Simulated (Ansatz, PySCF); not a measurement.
Reaction (SMILES): C[Si](C)(C)Cl + 4 [H][H] (H2) → 3 C (CH4) + Cl (HCl) + [SiH4] (SiH4)
Structures are relaxed separately at B3LYP-D3(BJ)/def2-TZVP in Ansatz (a quantum-chemistry and plane-wave program). Frequencies are from Ansatz or PySCF.
Geometry of the first species:
```xyz
14

Si    -0.0511     0.1244    -0.3069
Cl     0.2680    -0.6522     1.6091
C     -1.7444    -0.4328    -0.8596
C      1.2876    -0.5566    -1.4147
C      0.0483     1.9836    -0.1788
H     -2.5174    -0.0672    -0.1816
H     -1.8077    -1.5218    -0.8893
H     -1.9624    -0.0520    -1.8609
H      1.2502    -1.6467    -1.4491
H      2.2767    -0.2630    -1.0593
H      1.1666    -0.1798    -2.4338
H     -0.1124     2.4418    -1.1583
H     -0.7094     2.3699     0.5050
H      1.0268     2.2990     0.1872
```

Property: energy of full hydrogenation (0 K, with B3LYP-D3(BJ) harmonic zero-point energies), in kcal/mol. Correlated levels leave the core frozen unless marked. No spin-orbit coupling. Non-relativistic. CBS(X,Y): correlation extrapolated as X^-3; Hartree-Fock from the larger set. [CCSD(T)-MP2]/basis is that difference in the basis named.

```json
[
 {"level": "revPBE-D4/def2-TZVPD", "program": "Ansatz + dftd4", "energy of full hydrogenation (kcal/mol)": "21.6"},
 {"level": "r2SCAN/def2-TZVPD", "program": "Ansatz", "energy of full hydrogenation (kcal/mol)": "18.0"},
 {"level": "B97M-V/def2-TZVPD", "program": "Ansatz", "energy of full hydrogenation (kcal/mol)": "13.2"},
 {"level": "PBE0/STO-3G", "program": "Ansatz", "energy of full hydrogenation (kcal/mol)": "28.2"},
 {"level": "PBE0-D4/def2-TZVP", "program": "Ansatz + dftd4", "energy of full hydrogenation (kcal/mol)": "16.6"},
 {"level": "PBE0-D4/def2-TZVPD", "program": "Ansatz + dftd4", "energy of full hydrogenation (kcal/mol)": "16.2"},
 {"level": "PBE0/def2-QZVPP", "program": "Ansatz", "energy of full hydrogenation (kcal/mol)": "11.4"},
 {"level": "BHLYP/def2-TZVPD", "program": "Ansatz", "energy of full hydrogenation (kcal/mol)": "4.9"},
 {"level": "r2SCAN0/def2-TZVPD", "program": "Ansatz", "energy of full hydrogenation (kcal/mol)": "15.7"},
 {"level": "CAM-B3LYP-D4/def2-TZVPD", "program": "Ansatz + dftd4", "energy of full hydrogenation (kcal/mol)": "11.8"},
 {"level": "CAM-B3LYP/def2-TZVPD", "program": "Ansatz", "energy of full hydrogenation (kcal/mol)": "7.2"},
 {"level": "MP2/aug-cc-pV(T+d)Z", "program": "Ansatz", "energy of full hydrogenation (kcal/mol)": "21.2"},
 {"level": "RI-MP2/aug-cc-pV(Q+d)Z", "program": "Ansatz", "energy of full hydrogenation (kcal/mol)": "22.5"},
 {"level": "SCS-MP2/aug-cc-pV(T+d)Z", "program": "Ansatz", "energy of full hydrogenation (kcal/mol)": "15.4"},
 {"level": "CCSD/6-31G", "program": "Ansatz", "energy of full hydrogenation (kcal/mol)": "12.8"},
 {"level": "CCSD(T)/aug-cc-pV(D+d)Z", "program": "Ansatz", "energy of full hydrogenation (kcal/mol)": "6.9"},
 {"level": "CCSD(T)/cc-pV(D+d)Z", "program": "Ansatz", "energy of full hydrogenation (kcal/mol)": "2.5"},
 {"level": "CCSD(T)/cc-pwCVTZ", "program": "Ansatz", "energy of full hydrogenation (kcal/mol)": "13.4"},
 {"level": "CCSD(T) with core electrons (1s frozen past Ne)/cc-pwCVTZ", "program": "Ansatz", "energy of full hydrogenation (kcal/mol)": "13.7"},
 {"level": "RI-MP2/CBS(aug-cc-pV(T+d)Z,aug-cc-pV(Q+d)Z)+[CCSD(T)-MP2]/aug-cc-pV(D+d)Z", "program": "Ansatz", "energy of full hydrogenation (kcal/mol)": "16.5"},
 {"level": "CCSD(T)/CBS(cc-pV(T+d)Z,cc-pV(Q+d)Z)", "program": "Ansatz", "energy of full hydrogenation (kcal/mol)": "17.5"}
]
```
